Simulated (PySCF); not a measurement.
# Frontier orbitals and the lowest excitations

Compound: (LiH)4 ring, Li4H4.
Cartesian coordinates in Å at the PBE0-D3(BJ)/def2-SVP level; atoms count from 1:
```
atom  x, y, z in Å
Li1   -0.8846    0.8633    1.7052
H2    -1.5324    1.6943    0.3765
Li3   -1.1106    1.3052   -1.2216
H4    -0.1988    0.3174   -2.2590
Li5    0.8688   -0.8765   -1.7061
H6     1.5535   -1.6681   -0.3740
Li7    1.1287   -1.2947    1.2258
H8     0.1754   -0.3409    2.2531
```

The calculation used TDDFT CAM-B3LYP/def2-SVPD, vertical, gas phase, core orbitals frozen in the response (PySCF).

Kohn–Sham orbitals with the atoms that hold most of them (Löwdin shares over 4%, at most four atoms; ? is withheld):

```json
{"orbital": "HOMO-3", "ε (eV)": "-8.73", "atoms": "H8 14%, H4 14%, H6 14%, H2 14%"}
{"orbital": "HOMO-2", "ε (eV)": "-8.26", "atoms": "H2 22%, H6 21%, Li1 15%, Li5 15%"}
{"orbital": "HOMO-1", "ε (eV)": "-8.25", "atoms": "H4 22%, H8 21%, Li3 15%, Li7 15%"}
{"orbital": "HOMO", "ε (eV)": "?", "atoms": "H6 14%, H2 14%, H8 13%, H4 13%"}
{"orbital": "LUMO", "ε (eV)": "0.08", "atoms": "?"}
{"orbital": "LUMO+1", "ε (eV)": "0.29", "atoms": "Li7 24%, Li1 23%, Li5 23%, Li3 22%"}
{"orbital": "LUMO+2", "ε (eV)": "0.57", "atoms": "Li7 34%, Li3 30%, Li5 17%, Li1 14%"}
```

Which atoms hold the LUMO, and with what shares?

Li7 (bonded to 2 H) 23%; Li1 (bonded to 2 H) 23%; Li3 (bonded to 2 H) 23%; Li5 (bonded to 2 H) 23%.

What is the HOMO energy, and the HOMO–LUMO gap?

ε(HOMO) = -8.13 eV; the gap is 8.21 eV (0.3019 hartree).

Within 0.005 eV of a neighbour in this list lie HOMO-2/HOMO-1 (point group found: D4h); within a degenerate set the shares of single atoms can hang on how the components are chosen.

The HOMO–LUMO gap is 8.21 eV. Where does the response calculation put the lowest singlet, and from which orbitals?

S1 is at 5.38 eV (f = 0.0000), 2.84 eV below the gap, made of HOMO→LUMO (85%). Without the coupling terms of the response equations the lowest excitation would equal the gap.

Next come S2 at 5.60 eV (f 0.0000), HOMO-2/HOMO-1→LUMO (≥84%); S3 at 5.61 eV (f 0.0000), HOMO-2/HOMO-1→LUMO (≥83%); S4 at 5.64 eV (f 0.0000), HOMO→LUMO+1 (68%), HOMO-2/HOMO-1→LUMO+2 (≥9%), HOMO-2/HOMO-1→LUMO+3 (≥9%); S5 at 5.83 eV (f 0.139), HOMO-2/HOMO-1→LUMO+1 (≥55%), HOMO→LUMO+2 (22%).

Orbitals of the list HOMO-3 to LUMO+2 that lie within 0.01 eV of each other are written together with a slash and their weights summed (≥ marks a lower bound); for degenerate orbitals outside that list single weights are arbitrary.

Hardware: Arm Neoverse V2, one thread, no GPU, shared host. Cost: 11 s of wall time.
